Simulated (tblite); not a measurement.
C4H13FGeSi2.
Atom-mapped SMILES: `[F:1][C@H:2]1[CH2:3][C@@H:4]([Si@@H:5]([SiH3:6])[GeH3:7])[CH2:8]1` (hydrogens: H9 on C2; H10, H11 on C3; H12 on C4; H13 on Si5; H14, H15, H16 on Si6; H17, H18, H19 on Ge7; H20, H21 on C8)

Computed with GFN2-xTB (tblite), gas phase: L-BFGS steps from a force-field or distance-geometry start until the largest atomic force falls under 0.01 eV/Å.

Geometry at step 32:
```
atom  x, y, z in Å
F1     -1.2473    0.3623   -2.2164
C2     -1.9955    0.1368   -1.0781
C3     -1.3737   -0.9472   -0.1986
C4     -0.9239    0.1350    0.7996
Si5     0.9672    0.3935    0.7977
Si6     2.0269   -1.4313    1.7702
Ge7     1.5710    0.8318   -1.4373
C8     -1.7229    1.1805    0.0022
H9     -3.0263    0.0056   -1.4189
H10    -2.1059   -1.6572    0.1775
H11    -0.5655   -1.4838   -0.6966
H12    -1.3007   -0.0098    1.8104
H13     1.1643    1.6527    1.5569
H14     1.7976   -2.6512    0.9853
H15     3.4720   -1.2160    1.8728
H16     1.5730   -1.7067    3.1381
H17     3.0455    1.1331   -1.4541
H18     1.4471   -0.2909   -2.4196
H19     0.9833    2.0266   -2.1249
H20    -2.6378    1.5116    0.4861
H21    -1.1576    2.0415   -0.3528
```

Question: Give the atomic forces at this geometry.

Answer: 
| atom | Fx (eV/Å) | Fy (eV/Å) | Fz (eV/Å) |
| --- | --- | --- | --- |
| F1 | 0.113 | 0.033 | -0.075 |
| C2 | 0.056 | 0.006 | -0.052 |
| C3 | -0.034 | -0.026 | -0.019 |
| C4 | -0.033 | -0.035 | 0.055 |
| Si5 | 0.000 | 0.172 | -0.064 |
| Si6 | 0.011 | 0.009 | 0.034 |
| Ge7 | 0.004 | 0.003 | 0.025 |
| C8 | -0.045 | 0.007 | 0.001 |
| H9 | -0.001 | -0.022 | 0.039 |
| H10 | 0.020 | -0.048 | 0.055 |
| H11 | -0.065 | -0.064 | 0.002 |
| H12 | -0.057 | -0.057 | 0.045 |
| H13 | -0.011 | -0.072 | -0.030 |
| H14 | 0.040 | 0.007 | 0.042 |
| H15 | -0.014 | -0.019 | -0.058 |
| H16 | -0.040 | -0.003 | -0.051 |
| H17 | 0.070 | 0.008 | -0.058 |
| H18 | 0.014 | 0.021 | 0.014 |
| H19 | 0.014 | -0.038 | 0.012 |
| H20 | 0.005 | 0.104 | 0.066 |
| H21 | -0.048 | 0.013 | 0.015 |

The largest, 0.18 eV/Å, acts on Si5; the rms over all components is 0.047 eV/Å. The forces sum to zero within rounding, as they must for an isolated molecule in no field.

Question: Give the force on Si5 in Eh/bohr and in nN.

Answer: 0.184 eV/Å ÷ 51.422 = 0.00357 Eh/bohr, and 0.184 eV/Å × 1.602 = 0.29 nN.

Question: How far is this geometry from the end of the optimisation?

Answer: 0.024 eV above it, and 0.092 Å rms away after alignment. The bonds farthest from their final lengths, with half the difference of the two atoms' forces along the bond (positive lengthens):

| bond | now (Å) | final (Å) | force along bond (eV/Å) |
| --- | --- | --- | --- |
| Ge7–H17 | 1.505 | 1.511 | +0.03 |
| C4–Si5 | 1.909 | 1.914 | +0.03 |
| Si5–Ge7 | 2.356 | 2.352 | -0.06 |
| F1–C2 | 1.381 | 1.385 | +0.03 |
| Si5–H13 | 1.484 | 1.480 | -0.10 |
| Ge7–H19 | 1.499 | 1.496 | -0.02 |

The angle farthest from its final value is C4–Si5–Ge7, 106.3° against 110.9°.

The cost below is that of the whole relaxation. On an Arm Neoverse V2 with one thread, shared host, this took 0.68 s of wall time.
